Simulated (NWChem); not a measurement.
Program: NWChem. System: CHO2, charge 0, spin multiplicity 2, at a geometry optimised with UPBE0/def2-SVP. The structure started from a generated list of species. Its SCF solution wasn't tested for a lower state. Level: UMP2/def2-TZVP, 3 core orbitals frozen.

Job file:

```
start mol
memory heap 200 mb stack 900 mb global 1100 mb
geometry units angstroms nocenter noautoz
  O     -0.139576     1.162841     0.000000
  C      0.213439     0.017923     0.000000
  O     -0.192079    -1.154970     0.000000
  H      1.372602    -0.170511     0.000000
  symmetry group Cs
end
basis spherical
  * library def2-tzvp
end
scf
  uhf
  nopen 1
  maxiter 100
  thresh 1e-7
  semidirect memsize 60000000 filesize 0
  # guess.movecs holds the orbitals of an unrestricted PBE0 run
  vectors input guess.movecs output mol.movecs
end
mp2
  freeze core 3
end
task mp2 energy
```

Part of the output:

```
             Northwest Computational Chemistry Package (NWChem) 7.3.0
             --------------------------------------------------------

                                NWChem Input Module
                                -------------------

 Scaling coordinates for geometry "geometry" by  1.889725989
 (inverse scale =  0.529177249)

 Turning off AUTOSYM since
 SYMMETRY directive was detected!

                             Geometry "geometry" -> ""
                             -------------------------

 Output coordinates in angstroms (scale by  1.889725989 to convert to a.u.)

  No.       Tag          Charge          X              Y              Z
 ---- ---------------- ---------- -------------- -------------- --------------
    1 O                    8.0000    -0.13957600     1.16284100     0.00000000
    2 C                    6.0000     0.21343900     0.01792300     0.00000000
    3 O                    8.0000    -0.19207900    -1.15497000     0.00000000
    4 H                    1.0000     1.37260200    -0.17051100     0.00000000

 Effective nuclear repulsion energy (a.u.)      63.3695890587

            Nuclear Dipole moment (a.u.)
            ----------------------------
        X                 Y               Z
 ---------------- ---------------- ----------------
    -0.0000075589    -0.0000094486     0.0000000000

      Symmetry information
      --------------------

 Group name             Cs
 Group number              2
 Group order               2
 No. of unique centers     4

      Symmetry unique atoms

     1    2    3    4


 Summary of "ao basis" -> "" (spherical)
 ------------------------------------------------------------------------------
       Tag                 Description            Shells   Functions and Types
 ---------------- ------------------------------  ------  ---------------------
 *                         def2-tzvp                  on all atoms

 Summary of "ao basis" -> "ao basis" (spherical)
 ------------------------------------------------------------------------------
       Tag                 Description            Shells   Functions and Types
[...]
  AO/Fock/Back tols     =   1.0D-09  1.0D-09  1.0D-09

 GA uses MA = F    GA memory limited = T

 Available:
  local mem=  1.26D+08
 global mem=  1.44D+08
 local disk=  0.00D+00
  mp2_memr nvloc                    87
  nvloc new                    87
   1 passes of   9:        5242880                      59128                  13104212.
   1 passes of   9: M    126152561           G      144159598           F     120909681.

 Semi-direct pass number   1 of   1  for UHF alpha       at        7.1s
  vrange nnbf                  4916
  mp2_eaftype                    49  avail_ma_in_mb                  1099
 EAF : mp2_eaftype filesize          49    6552106.
  mp2_eaf for mointskh                     49
Node 0 wrote     30.8 Mb in      0.0 s     Agg I/O rate:  1754.1 Mb/s
 Done moints_semi at        9.4s
  mp2_eaftype                    49  avail_ma_in_mb                  1050
 EAF : mp2_eaftype filesize          49    6552106.
  mp2_eaf for kh                    49
 Done maket at        9.6s
 Done multipass loop at        9.6s

 GA uses MA = F    GA memory limited = T

 Available:
  local mem=  1.26D+08
 global mem=  1.44D+08
 local disk=  0.00D+00
  mp2_memr nvloc                    88
  nvloc new                    88
   1 passes of   8:        5242880                      55179                  11783774.
   1 passes of   8: M    126152561           G      144159598           F     120909681.

 Semi-direct pass number   1 of   1  for UHF beta        at        9.6s
  vrange nnbf                  4916
  mp2_eaftype                    44  avail_ma_in_mb                  1099
 EAF : mp2_eaftype filesize          44    5891887.
  mp2_eaf for mointskh                     44
Node 0 wrote     27.7 Mb in      0.0 s     Agg I/O rate:   865.7 Mb/s
 Done moints_semi at       12.7s
  mp2_eaftype                    44  avail_ma_in_mb                  1055
 EAF : mp2_eaftype filesize          44    5891887.
  mp2_eaf for kh                    44
 Done maket at       12.9s
 Done multipass loop at       12.9s

          -------------------------------------------
          SCF energy                -188.192415112790
          Correlation energy          -0.573242883291
          Singlet pairs                0.000000000000
          Triplet pairs                0.000000000000
          Total MP2 energy          -188.765657996081
          -------------------------------------------

          ---------------------------------------------------
                    Spin Component Scaled (SCS) MP2
          Same spin pairs                     -0.148821231159
          Same spin scaling factor             0.333333333333
          Opposite spin pairs                 -0.424421652132
          Opposite spin scaling fact.          1.200000000000
          SCS-MP2 correlation energy          -0.558913059611
          Total SCS-MP2 energy              -188.751328172401
          ---------------------------------------------------

 -----------------------
 Performance information
 -----------------------

 Timer overhead =  2.02D-07 seconds/call

               Nr. of calls         CPU time (s)                 Wall time (s)                GFlops
             ---------------    -------------------     ------------------------------   -------------------
Name         Min   Avg   Max    Min     Avg     Max     Min     Avg     Max   Mx/calls   Min     Max     Sum
mp2: moin     2     2     2    5.4     5.4     5.4      5.4     5.4     5.4     2.7      0.0     0.0     0.0
mp2: make     2     2     2   0.38    0.38    0.38     0.38    0.38    0.38    0.19      0.0     0.0     0.0
mp2: tota     1     1     1    5.9     5.9     5.9      5.9     5.9     5.9     5.9      0.0     0.0     0.0

 The average no. of pstat calls per process was 5.00D+00
 with a timing overhead of 1.01D-06s

 Task  times  cpu:       12.9s     wall:       12.9s

 Total times  cpu:       12.9s     wall:       12.9s
```
